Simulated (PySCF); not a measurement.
Gas-phase reaction: 3 BCl + 3 N2 + 3 HCl + 3 BH → 2 B3N3Cl3H3. Level: ωB97X-V/def2-TZVP†; standard pressure 1 bar.

Method: PySCF energies plus ideal-gas RRHO corrections (1 bar). † marks an energy on the PBE0/def2-TZVP geometry and frequencies. All species are closed-shell singlets. The harmonic model lacks anharmonicity and excited electronic states, which grow with temperature; levels with a mode under 35 cm⁻¹ are left out. Soft modes under 120 cm⁻¹ make the harmonic entropy rough for B3N3Cl3H3.

```tsv
T (K)	1000/T (1/K)	log10 K
1200	0.8333	81.68
1400	0.7143	58.86
1600	0.6250	?
1800	0.5556	28.66
2000	0.5000	18.18
2500	0.4000	-0.51
```

Fit log10 K = a + b·(1000/T) to the five rows, get the mean ΔH° and ΔS°, and predict log10 K at 1600 K.

Means: 1000/T = 0.6006, log10 K = 37.374. Sums of products about the means: Sxy = 22.67554, Sxx = 0.119463, so b = Sxy/Sxx = 189.81 and a = 37.374 − (189.81)×0.6006 = -76.63.
ΔH° = −R ln 10 × 1000 K × b = −19.145 × (189.81) = -3634 kJ; ΔS° = R ln 10 × a = -1467 J/K. The run's own values go from -3677 kJ and -1501 J/K at 1200 K to -3551 kJ and -1430 J/K at 2500 K.
Prediction at 1600 K: -76.63 + (189.81)×0.6250 = 42.00. The computed value is 41.84, 0.16 from the line.
For scale, ΔH°(298 K) is -3711 kJ at this level, -3676 kJ at ωB97M-V/def2-TZVP†, and runs from -4398 to -3278 kJ over the 18 levels computed.
